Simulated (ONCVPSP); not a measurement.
## Cl (Z = 17): ONCV pseudisation with LDA (Perdew-Wang 92), scalar-relativistic reference atom.

ONCVPSP 4.0.1 input, shortened (lines: element, Z, core and valence counts, functional; n l f; lmax; l rc ep ncon nbas qcut; lloc lpopt rc5 dvloc0; l nproj debl; icmod fcfact rcfact), LDA (Perdew-Wang 92), scalar-relativistic:

```
  Cl 17.00    3    2  -001012      upf
    1    0    2.00
    2    0    2.00
    2    1    6.00
    3    0    2.00
    3    1    5.00
    2
    0    1.05    0.00    3    6    7.60
    1    1.05    0.00    4    9    6.20
    2    1.10    0.04    4    7    9.30
    0    5    1.05    0.00
    0    0    3.20
    1    1    0.80
    2    2    1.90
    3    3.25    1.65
```

Poles of the logarithmic derivatives, all-electron (AE) and pseudo (PS). s: poles at no energy (AE) and no energy (PS) Ha. p: poles at no energy (AE) and no energy (PS) Ha. d: poles at no energy (AE) and no energy (PS) Ha. Test radii: s 1.07, p 1.07, d 1.12 bohr.

- Cutoffs needed: 62 Ha and 236 Ha (the cutoffs (Ha) at which the residual kinetic energy of the hardest occupied pseudo-wave falls to 1 and 0.1 mHa per electron)
- Ghost test: no bound ghost flagged; no localised positive-energy state flagged
- Largest excitation error: +79 meV (all-electron minus pseudo) for 3s2 3p1, out of 4 test configurations
- rms error of d²Exc/dni dnj: 3.28 mHa without and 0.81 mHa with the model core
